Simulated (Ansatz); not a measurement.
**Relative stability**

The two ends of one reaction step of SiH3Cl3O, closed shell (PBE0-D4/def2-TZVP).

A:

```xyz
8
angstrom
Si -0.7737 0.0993 -0.7233
Cl 3.0644 0.4037 1.2418
Cl -1.3977 -1.5612 -1.7192
Cl -2.4023 1.2533 -0.3302
H 0.2050 0.8429 -1.5224
H 1.8242 0.0937 1.0563
O -0.0194 -0.3167 0.6659
H -0.5004 -0.8151 1.3311
```

B:

```json
{"atom": "Si1", "x (Å)": "0.1279", "y (Å)": "0.5305", "z (Å)": "-1.2775"}
{"atom": "Cl2", "x (Å)": "1.8401", "y (Å)": "1.1798", "z (Å)": "-0.4266"}
{"atom": "Cl3", "x (Å)": "0.0572", "y (Å)": "-1.5050", "z (Å)": "-1.2586"}
{"atom": "Cl4", "x (Å)": "-1.4838", "y (Å)": "1.2605", "z (Å)": "-0.2686"}
{"atom": "H5", "x (Å)": "0.0547", "y (Å)": "0.9885", "z (Å)": "-2.6712"}
{"atom": "H6", "x (Å)": "0.0126", "y (Å)": "-1.4889", "z (Å)": "1.6179"}
{"atom": "O7", "x (Å)": "0.0953", "y (Å)": "-0.7393", "z (Å)": "2.2124"}
{"atom": "H8", "x (Å)": "-0.7040", "y (Å)": "-0.2260", "z (Å)": "2.0722"}
```

Program: Ansatz 0.2.0. Basis: def2-TZVPP. Cores are frozen in the correlated methods. B3LYP uses VWN-RPA correlation.

Task: Which structure is lower at CCSD(T), and by how much? (To be estimated.)

Result: Computed: A, by 0.263 eV (electronic energy, against the other). By their contacts, A is a complex of SiH₂Cl₂O ([OH][SiH]([Cl])[Cl]) + HCl and B is a complex of SiHCl₃ ([Cl][SiH]([Cl])[Cl]) + H₂O.

All methods give the same order:

```
      method  E(B) − E(A) (eV)
       SPW92             0.277
      PBE-D4             0.159
     BLYP-D4             0.229
   r2SCAN-D4             0.217
      B97M-V             0.214
     PBE0-D4             0.176
    B3LYP-D4             0.242
  r2SCAN0-D4             0.222
    BHLYP-D4             0.262
CAM-B3LYP-D4             0.303
     wB97X-V             0.219
     wB97M-V             0.204
      B2PLYP             0.281
    PBE-QIDH             0.223
  RPA on PBE             0.263
          HF             0.334
         MP2             0.227
        CCSD             0.279
     CCSD(T)             0.263
```

The T1 diagnostic stays at or below 0.010.

Labels in which every atom is bracketed show which atoms are joined, not bond orders.

For scale, one of the runs: CCSD(T)/def2-TZVPP, 241 basis functions, launched by `ansatz run in.yaml --threads 8 --pin off --events-out ev --progress --plain --max-ram 19148MiB`. The run took 59 s on 8 CPU threads of an Arm Neoverse V2 (shared host), with 4.3 GiB of host memory at its peak.
